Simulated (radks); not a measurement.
Values are calculated unless marked as measured or tabulated.
Q: The mean radii <r> (bohr) of the occupied orbitals of an atom or ion are listed with their occupations. Level of theory: scalar-relativistic Kohn-Sham, PBE, spin-polarised, spherical densities, finite nucleus; Fermi nuclear charge, rms radius of each element as measured or else 0.836 A^(1/3) + 0.57 fm (a radial shooting solver on a logarithmic mesh with Libxc functionals).

| orbital | occ. | <r> |
|---|---|---|
| 1s down | 1 | 0.03111 |
| 1s up | 1 | 0.03111 |
| 2s up | 1 | 0.1349 |
| 2s down | 1 | 0.1349 |
| 2p up | 3 | 0.1177 |
| 2p down | 3 | 0.1177 |
| 3s up | 1 | 0.3685 |
| 3s down | 1 | 0.3684 |
| 3p up | 3 | 0.3675 |
| 3p down | 3 | 0.3674 |
| 3d up | 5 | 0.3456 |
| 3d down | 5 | 0.3455 |
| 4s up | 1 | 0.9012 |
| 4s down | 1 | 0.8998 |
| 4p up | 3 | 0.9768 |
| 4p down | 3 | 0.9762 |
| 4d up | 5 | 1.195 |
| 4d down | 2 | 1.204 |

Name the element and its charge. Open shells, if any, are filled with parallel spins first.

A: Z = 47, silver, charge +4: Ag4+ in [Kr] 4d7. The 1s radius gives Z: for a bare nucleus <r> = (2 gamma + 1)/(2Z) with gamma = sqrt(1 - (Z/c)^2), 0.03062 bohr for Z = 47, and screening makes it slightly larger (0.03111 here). The occupations add up to 43, and the charge is Z minus that.
